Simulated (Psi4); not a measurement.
C$_{2}$H$_{6}$OZn, triplet, at the geometry of the source list (a higher spin typed on purpose: for a closed-shell molecule this is an excited state); SVWN/aug-cc-pVDZ in Psi4 1.11.

Psi4 was given this input:
```
memory 2 GB

molecule {
0 3
Zn    1.01820000    0.69780000    0.89030000
C     0.34110000   -0.64110000   -0.45740000
C    -1.00680000   -0.29150000   -1.07450000
H     0.24890000   -1.57630000    0.09250000
H     1.06390000   -0.80590000   -1.25070000
H    -0.95520000    0.62120000   -1.66360000
H    -1.77450000   -0.16580000   -0.31420000
H    -1.32120000   -1.09920000   -1.73790000
O     0.92110000    1.32930000    2.50770000
H     1.46450000    1.93140000    3.00790000
}

set {
  basis aug-cc-pvdz
  reference uks
  s_tolerance 1e-3
  s_orthogonalization canonical
}

energy('svwn')
print_variables()
```

It wrote (shortened):

```
   => Loading Basis Set <=

    Name: AUG-CC-PVDZ
    Role: ORBITAL
    Keyword: BASIS

         ---------------------------------------------------------
                                   SCF
               by Justin Turney, Rob Parrish, Andy Simmonett
                          and Daniel G. A. Smith
                              UKS Reference
         ---------------------------------------------------------

  ==> Geometry <==

    Molecular point group: c1
    Full point group: C1

    Geometry (in Angstrom), charge = 0, multiplicity = 3:

       Center              X                  Y                   Z               Mass
    ------------   -----------------  -----------------  -----------------  -----------------
         ZN           0.376634515352     0.210604042029     0.192269098669    63.929142010000
         C           -0.300465484648    -1.128295957971    -1.155430901331    12.000000000000
         C           -1.648365484648    -0.778695957971    -1.772530901331    12.000000000000
         H           -0.392665484648    -2.063495957971    -0.605530901331     1.007825032230
         H            0.422334515352    -1.293095957971    -1.948730901331     1.007825032230
         H           -1.596765484648     0.134004042029    -2.361630901331     1.007825032230
         H           -2.416065484648    -0.652995957971    -1.012230901331     1.007825032230
         H           -1.962765484648    -1.586395957971    -2.435930901331     1.007825032230
         O            0.279534515352     0.842104042029     1.809669098669    15.994914619570
         H            0.822934515352     1.444204042029     2.309869098669     1.007825032230

  Running in c1 symmetry.

  Rotational constants: A =      0.57798  B =      0.07885  C =      0.07371 [cm^-1]
  Rotational constants: A =  17327.36605  B =   2364.01331  C =   2209.67172 [MHz]
  Nuclear repulsion =  245.552016284992618

  Charge       = 0
  Multiplicity = 3
  Electrons    = 56
  Nalpha       = 29
  Nbeta        = 27

  ==> Algorithm <==

  SCF Algorithm Type is DF.
  DIIS enabled.
  MOM disabled.
  Fractional occupation disabled.
  Guess Type is SAD.
  Energy threshold   = 1.00e-06
  Density threshold  = 1.00e-06
  Integral threshold = 1.00e-12

  ==> Primary Basis <==

  Basis Set: AUG-CC-PVDZ
    Blend: AUG-CC-PVDZ
    Number of shells: 76
    Number of basis functions: 182
    Number of Cartesian functions: 198
    Spherical Harmonics?: true
    Max angular momentum: 3

  ==> DFT Potential <==
[...]
      Ntotal   =   55.9999748770 ; deviation = -2.512e-05

   @Spin Contamination Metric:   2.469668241E-03
   @S^2 Expected:                2.000000000E+00
   @S^2 Observed:                2.002469668E+00
   @S   Expected:                1.000000000E+00
   @S   Observed:                1.000000000E+00

    Orbital Energies [Eh]
    ---------------------

    Alpha Occupied:

[...]
    Alpha Virtual:

[...]
    Beta Occupied:

[...]
    Beta Virtual:

[...]
    Final Occupation by Irrep:
              A
    DOCC [    27 ]
    SOCC [     2 ]
    NA   [    29 ]
    NB   [    27 ]

  @DF-UKS Final Energy: -1931.28636379040609

   => Energetics <=

    Nuclear Repulsion Energy =            245.5520162849926180
    One-Electron Energy =               -3180.0194596428145815
    Two-Electron Energy =                1092.8261629156886556
    DFT Exchange-Correlation Energy =     -89.6450833482726495
    Empirical Dispersion Energy =           0.0000000000000000
    VV10 Nonlocal Energy =                  0.0000000000000000
    Total Energy =                      -1931.2863637904060852

  UHF NO Occupations:
  HONO-2 :   27  A 1.9994384
  HONO-1 :   28  A 1.0000000
  HONO-0 :   29  A 1.0000000
  LUNO+0 :   30  A 0.0005616
  LUNO+1 :   31  A 0.0001497
  LUNO+2 :   32  A 0.0001207
  LUNO+3 :   33  A 0.0001005

Computation Completed

Properties will be evaluated at   0.000000,   0.000000,   0.000000 [a0]

Properties computed using the SCF density matrix

 Multipole Moments:

 ------------------------------------------------------------------------------------
     Multipole            Electronic (a.u.)      Nuclear  (a.u.)        Total (a.u.)
 ------------------------------------------------------------------------------------

 L = 1.  Multiply by 2.5417464519 to convert [e a0] to [Debye]
 Dipole X            :          5.4228823           -6.1995624           -0.7766801
 Dipole Y            :          3.6753520           -4.5443636           -0.8690116
 Dipole Z            :          5.7946706           -6.3807179           -0.5860473
 Magnitude           :                                                    1.3045553

 ------------------------------------------------------------------------------------

  Variable Map:
  ----------------------------------------------------------------------------
[...]
  Array Variable Map:
  ----------------------------------------------------------------------------
[...]
[...]
```
